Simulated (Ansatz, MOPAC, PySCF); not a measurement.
Pair of molecules: PH3 (SMILES P) (first 4 atoms) with AsH3 (SMILES [AsH3]); geometry from B3LYP-D3(BJ)/def2-TZVP, rigid monomers moved along the line of their centres of mass till P1···As5 is 4.19 Å.
(charge 0, multiplicity 1):
```xyz
8

P     -0.0237     0.1221    -0.4746
H      1.3881    -0.0020    -0.4601
H     -0.2378    -1.2642    -0.2726
H     -0.1115     0.0255    -1.8883
As     0.2436     0.4331     3.6923
H      0.3424     0.5594     5.2108
H     -1.2661     0.6334     3.7086
H      0.5013     1.9202     3.4869
```

Interaction energies are E(AB) − E(A) − E(B) at the monomers' geometry in the complex; basis-set methods are counterpoise corrected.

The state reached by PM3, PM7 isn't checked; PM7 holds dispersion and hydrogen-bond terms.

Codes used: Ansatz (Gaussian basis) for Hartree–Fock, density functionals and correlated methods; MOPAC for PM3, PM7 (differences of heats of formation); PySCF for the dispersion terms. Each number belongs to the level named beside it.

### Question
One of these levels gives -3.71 kcal/mol for the interaction energy. Which?
A) HF/def2-TZVPPD
B) PBE-D3(BJ)/def2-TZVPPD
C) PM7
D) PM3

### Answer
C, PM7. The others give 1.35 (PM3), -0.03 (HF/def2-TZVPPD), -1.27 (PBE-D3(BJ)/def2-TZVPPD)

Ansatz is a first-principles code.
